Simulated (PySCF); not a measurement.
NbSCl3 (singlet state).
Bonds: Nb1–S2, Nb1–Cl3, Nb1–Cl4, Nb1–Cl5.

Computed by this run: PBE0-D3(BJ)/def2-SVP geometry optimisation, gas phase, def2 core potentials past Kr in PySCF; density fitting, grid level 1; the optimiser is geomeTRIC in internal coordinates, started from a GFN2-xTB structure with every atom displaced at random (about 0.03 Å).

Step 0: E = -49928.9514 eV
```
atom  x, y, z in Å  |  force x, y, z in eV/Å
Nb1     0.0606   -0.0765   -0.0401   -3.541   1.201   3.736
S2     -0.0053   -0.0280    2.1491    0.260  -0.157  -1.572
Cl3     2.0352   -0.0051   -0.7380    4.169  -0.026  -1.369
Cl4    -0.9509    1.8309   -0.6938   -0.179   0.302  -0.225
Cl5    -1.0647   -1.8318   -0.7392   -0.709  -1.320  -0.570
```

Step 1: E = -49929.4283 eV
```
atom  x, y, z in Å  |  force x, y, z in eV/Å
Nb1     0.0125   -0.0400    0.0002   -0.138   0.089  -0.544
S2      0.0143   -0.0402    2.1074    0.029  -0.032   0.343
Cl3     2.1630   -0.0207   -0.7315   -0.052  -0.059   0.065
Cl4    -1.0053    1.8782   -0.6980    0.048  -0.132   0.062
Cl5    -1.1097   -1.8879   -0.7402    0.112   0.133   0.075
```

Problem. Estimate the geometry and energy of step 2. (The exact step hangs on the optimiser's Hessian estimate; all steps are aligned on step 1, rigid shifts and turns removed.)

Solution. E = -49929.4339 eV, largest force 0.159 eV/Å
```
atom  x, y, z in Å  |  force x, y, z in eV/Å
Nb1     0.0078   -0.0319   -0.0098    0.014   0.018   0.105
S2      0.0190   -0.0440    2.1139    0.007  -0.015  -0.158
Cl3     2.1620   -0.0310   -0.7274   -0.049  -0.031   0.024
Cl4    -1.0125    1.8775   -0.6996   -0.011  -0.008   0.012
Cl5    -1.1014   -1.8810   -0.7392    0.039   0.036   0.017
```

The energy changes by -0.0055 eV. The first-order estimate −F·Δx gives -0.0118 eV and the mean of the old and new forces, exact on a quadratic surface, -0.0055 eV. The step makes an angle of 46° with the force vector and moves no atom by more than 0.014 Å.

What follows is the cost of the whole optimisation. On Intel Xeon Platinum 8488C, one thread, no GPU (shared host), this took 25 s of wall time and 0.41 GiB of memory at its peak.
